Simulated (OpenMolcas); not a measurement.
W4+ in a point-charge field

W4+ among 4 point charges of -1.62 e arranged as a square (D4h), 2.06 Å from the ion.

```yaml
Program: OpenMolcas
Method: CASSCF
Basis: ANO-RCC-VDZP [7s6p4d2f1g]
Scalar_Hamiltonian: DKH2, point nucleus
Active_space: 2 electrons in 5 orbitals (5d)
State_averaging: 2S+1 = 3 even, 10 roots; 2S+1 = 1 even, 15 roots
Spin-orbit_coupling: RASSI with atomic mean-field integrals over the reference wave functions
```

The lowest spin-free states (labels of D4, the rotations of D4h), above the lowest:

| State | Degeneracy | E (cm-1) | Free-ion L (%) |
| --- | --- | --- | --- |
| 3E | 2 | 0.0 | F (62) |
| 3A2 | 1 | 3352 | F (86) |
| 1A1 | 1 | 6365 | G (75) |
| 3B2 | 1 | 7938 | F (100) |
| 1E | 2 | 10444 | G (85) |
| 1B2 | 1 | 11497 | D (96) |
| 1B1 | 1 | 13425 | D (70) |
| 3E | 2 | 16851 | F (82) |
| 3B1 | 1 | 18051 | F (100) |
| 1B2 | 1 | 19656 | G (96) |
| 1A1 | 1 | 23013 | D (52) |
| 1E | 2 | 27288 | D (60) |
| 1B1 | 1 | 28230 | G (70) |
| 3E | 2 | 28584 | F (56) |
| 1E | 2 | 38918 | G (74) |
| 1A1 | 1 | 48158 | G (71) |
| 3A2 | 1 | 48246 | P (86) |
| 1A2 | 1 | 54213 | G (100) |
| 1A1 | 1 | 71547 | S (48) |

The lowest levels with spin-orbit coupling:

```
E (cm-1)  Degeneracy  Label      2S+1               g
     0.0           1     A1         3                
    3109           2      E         3  0.00 0.00 2.22
    4479           1     A2         3                
    4613           1     B1  3 (90 %)                
    5609           1     B2  3 (85 %)                
    9639           1     A1  3 (65 %)                
    9791           2      E  3 (84 %)  0.00 0.00 3.18
   11969           2      E  3 (88 %)  0.00 0.00 0.65
   13518           1     B2  3 (66 %)                
   13679           1     B1         3                
   15407           1     A1  1 (59 %)                
   17823           1     B1  3 (59 %)                
   18464           2      E  1 (68 %)  0.00 0.00 0.73
   22492           1     B2  3 (51 %)                
   22593           2      E         3  0.00 0.00 3.78
   23006           1     B1  3 (53 %)                
   24006           1     A1  3 (86 %)                
   24067           1     B2  3 (57 %)                
   25259           1     A2         3                
   25402           2      E         3  0.00 0.00 4.82
```

Powder χT (cm3 K/mol): 0 at 2 K, 0 at 10 K, 0.00429 at 50 K, 0.00857 at 100 K, 0.0171 at 200 K, 0.0257 at 300 K. The effective moment at 300 K is 2.828 √(χT) = 0.45 μB.

The lowest level has 2S+1 = 3, for which the spin-only value is χT = S(S+1) / 2 = 1.000 cm3 K/mol (g = 2). The computed 0.026 at 300 K differs by -0.974, through orbital momentum, spin-orbit coupling and any other state in reach.

An orbital doublet at a regular site is open to a Jahn-Teller distortion, which this geometry leaves out. Without dynamic correlation the repulsion within the d shell is too large (B by tens of per cent), so at a given field states of lower spin stand too high. Point charges carry no covalency, so the field is a model and not that of real ligands. No measured value stands beside these numbers.

With an even number of electrons the g values are those of a degenerate or nearly degenerate non-Kramers pair.
